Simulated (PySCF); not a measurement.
CF3, SMILES F[C-](F)F, charge -1.

Geometry: ωB97X-D3(BJ)/def2-SVPD.

Level of theory: B3LYP/def2-TZVPD in PySCF.

Symmetry labels are those of the subgroup Cs that the program uses (full group C3v).

Computed valence orbital energies around the gap with their symmetry:
| orbital | symmetry | energy (eV) |
|---|---|---|
| HOMO−7 | A' | -8.37 |
| HOMO−6 | A' | -7.21 |
| HOMO−5 | A" | -5.85 |
| HOMO−4 | A' | -5.85 |
| HOMO−3 | A" | -4.72 |
| HOMO−2 | A' | -4.72 |
| HOMO−1 | A" | -4.36 |
| HOMO | A' | -0.19 |
| LUMO | A' | 4.69 |
| LUMO+1 | A" | 5.35 |
| LUMO+2 | A' | 5.35 |
| LUMO+3 | A' | 5.94 |
